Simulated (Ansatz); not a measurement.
`S[SiH2]Cl` + H₂Se → `S[SiH2][SeH]` + HCl  (ligand exchange at the Si–Cl bond)

Isolated molecules relaxed with PBE0-D4/def2-TZVP in Ansatz; ΔE leaves out vibrations. CBS: MP2 limit from def2 TZ/QZ plus the TZ coupled-cluster correction, frozen cores. This one scheme is used for every species. DFT in def2-TZVPP. For Se outer-core shells are correlated without core-valence functions, which leaves a few kJ/mol of doubt a bond. Scalar relativity is left out up to krypton. Each species was taken in one conformer, which may not be the lowest.

```csv
level,ΔE (kJ/mol),difference from CCSD(T)/CBS
PBE-D4,31.3,-2.2
revPBE-D4,30.7,-2.8
PBE0-D4,32.2,-1.3
ωB97X-V,38.3,4.8
BLYP,40.4,6.9
r2SCANh,36.9,3.4
BHLYP,42.3,8.8
LC-ωPBE,36.9,3.4
RPA@PBE/def2-TZVPP,35.0,1.5
HF/def2-TZVPP,45.5,12.0
SCS-MP2/def2-TZVPP,36.6,3.1
CCSD(T)/def2-TZVPP,34.6,1.1
HF/def2-QZVPP,46.2,12.7
SCS-MP2/def2-QZVPP,36.5,3.0
HF/CBS(def2),46.3,12.8
MP2/CBS(def2),32.9,-0.6
CCSD(T)/CBS,33.5,0
```

What do rigid-rotor, harmonic-oscillator terms from PBE0-D4/def2-TZVP frequencies (298.15 K, 1 bar) make of the CCSD(T)/CBS value? (Best estimate.)

Computed: ΔZPE = -0.5 kJ/mol, ΔH = +34.3 kJ/mol, ΔS = -5 J/(mol·K), ΔG = +35.8 kJ/mol.

Largest T1 diagnostic among the species: 0.010.

The D4 term adds −3.8 kJ/mol with B3LYP and −2.1 kJ/mol with PBE0; it sums over pairs of atoms, weighted by their polarisabilities, and B3LYP, whose exchange is more repulsive, gets the larger term. In def2-TZVPP, CCSD(T) changes the Hartree–Fock value by −10.9 kJ/mol (the triples alone add −1.4 kJ/mol) and MP2 by −11.4 kJ/mol. At CCSD(T), def2-SVP lies +4.6 kJ/mol from the extrapolated value and def2-TZVPP +1.1 kJ/mol.

B3LYP here is the variant with VWN-RPA as its local correlation; programs differ in this.
